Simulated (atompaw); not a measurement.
# How hard is this Cu (Z = 29) PAW (atompaw) potential?

- Element: copper (Cu)
- Generator: atompaw 4.2.0.5
- Type: PAW
- Functional: LDA (PW92)
- Relativity: scalar-relativistic
- Frozen core: [Ne] 3s2
- Valence charge: 17
- Reference configuration: 3p6 3d10 4s0.5 4p0.5
- Partial waves: 4s (bound): rc 1.90 bohr; 4s channel at 2.4 Ry: rc 1.90 bohr; 3p (bound): rc 1.25 bohr; 4p (bound): rc 1.25 bohr; 3d (bound): rc 1.90 bohr; 3d channel at -0.1 Ry: rc 1.90 bohr
- Local potential: bessel scheme, radius 1.35 bohr
- Core correction: smooth core density matched at 1.35 bohr
- Augmentation charge: gaussian compensation charge, radius 1.55 bohr; PAW radius 1.90 bohr; waves and projectors: custom polynom gramschmidtortho

The pseudo-atom Hamiltonian at the reference potential is diagonalised in spherical Bessel functions j_l(qr) that vanish at 20 bohr, with q² up to the cutoff. All-electron valence levels (Ry): 4s -0.4160, 3p -5.3775, 4p -0.1033, 3d -0.4735.

**Question.** How do the lowest levels (Ry) of each channel move with the cutoff, and are there ghosts?

**Answer.**

```csv
cutoff (Ry),s #1,s #2,s #3,p #1,p #2,d #1,d #2,f #1,Σ f·Δε (mRy)
8,-0.4168,-0.0244,0.0809,-1.4603,-0.0347,0.0352,0.1215,0.0904,28625.8
18,-3.6941,-0.4158,-0.0243,-4.1326,-0.0795,-0.4394,0.0376,0.0904,7823.2
35,-4.8971,-0.4159,-0.0243,-5.3321,-0.1023,-0.4724,0.0375,0.0904,284.1
60,-4.9260,-0.4159,-0.0243,-5.3744,-0.1032,-0.4735,0.0375,0.0904,19.6
100,-4.9290,-0.4160,-0.0243,-5.3773,-0.1033,-0.4735,0.0375,0.0904,1.1
160,-4.9294,-0.4160,-0.0243,-5.3775,-0.1033,-0.4736,0.0375,0.0904,0.1
400,-4.9294,-0.4160,-0.0243,-5.3775,-0.1033,-0.4736,0.0375,0.0904,0.0
```

Result: ghost state, extra bound levels that the all-electron valence spectrum of the same l lacks: s at -67.1 eV (a true bound ghost makes a file unfit for plane-wave use); 10 mRy is reached at 80 Ry and 1 mRy at 120 Ry.
